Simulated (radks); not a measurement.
Results of a calculation; reference values are marked as such.
The nuclear charge of neutral ruthenium is varied continuously with 44 electrons held in [Kr] 4d7 5s1. Code: a radial shooting solver on a logarithmic mesh with Libxc functionals. Model: scalar-relativistic Kohn-Sham, PBE, spin-polarised, spherical densities, finite nucleus; open shells are filled with parallel spins first (spin-orbit coupling, left out, can overturn this in heavy ions); Fermi nuclear charge, rms radius 4.4809 fm. By the Hellmann-Feynman theorem dE/dZ = E(electron-nucleus)/Z, the electronic potential at the nucleus (averaged over a nucleus of fixed radius). The scalar-relativistic energy here is not variational (the density holds large components alone), so the two differ by a part that grows with Z.

Z     E (hartree)  E(electron-nucleus)/Z (hartree)  HOMO  e(HOMO) (eV)  <r> HOMO (bohr)
43.8  -4481.09959                         -246.844    4d        -2.003            1.802
44    -4530.74963                         -248.405    4d        -3.839            1.728
44.2  -4580.71370                         -249.964    4d        -5.837            1.666
44.4  -4630.99145                         -251.521    5s        -7.722            3.075
44.6  -4681.58262                         -253.077    5s        -9.335            2.979
44.8  -4732.48704                         -254.632    5s       -11.028            2.892
45    -4783.70458                         -256.187    5s       -12.799            2.812

The central difference of E at Z = 44 is -249.035 hartree, to compare with the third column; the second derivative is -7.85 hartree.
